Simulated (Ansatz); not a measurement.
Start from `C#[C][Al]([CH3])[F]` and change one element to get `C#CB(C)F`.

Ansatz, PBE0-D4/def2-TZVP geometries, multiplicity 1. 

| property | `C#[C][Al]([CH3])[F]` |
| --- | --- |
| LUMO energy (PBE/def2-TZVPP) / eV | -1.99 |
| LUMO energy (PBE0/def2-TZVPP) / eV | -1.17 |
| HOMO energy (ωB97M-V/def2-TZVPP) / eV | -10.58 |
| HOMO energy (PBE/def2-TZVPP) / eV | -7.09 |
| LUMO energy (B3LYP/def2-TZVPP) / eV | -1.40 |
| HOMO–LUMO gap (B3LYP/def2-TZVPP) / eV | 6.66 |

(1) What does the change do to each property? (Estimate.)

Answers

(1) Computed: 
| property | `C#CB(C)F` | shift |
| --- | --- | --- |
| LUMO energy (PBE/def2-TZVPP) / eV | -2.34 | -0.35 |
| LUMO energy (PBE0/def2-TZVPP) / eV | -1.39 | -0.22 |
| HOMO energy (ωB97M-V/def2-TZVPP) / eV | -10.69 | -0.11 |
| HOMO energy (PBE/def2-TZVPP) / eV | -7.15 | -0.06 |
| LUMO energy (B3LYP/def2-TZVPP) / eV | -1.60 | -0.20 |
| HOMO–LUMO gap (B3LYP/def2-TZVPP) / eV | 6.55 | -0.11 |

With PBE0 the HOMO falls by 0.08 eV and the LUMO falls by 0.22 eV, so the gap narrows by about 0.14 eV. PBE moves the HOMO by -0.06 eV and ωB97M-V by -0.11 eV.

B3LYP here is the variant with VWN-RPA as its local correlation; programs differ in this.
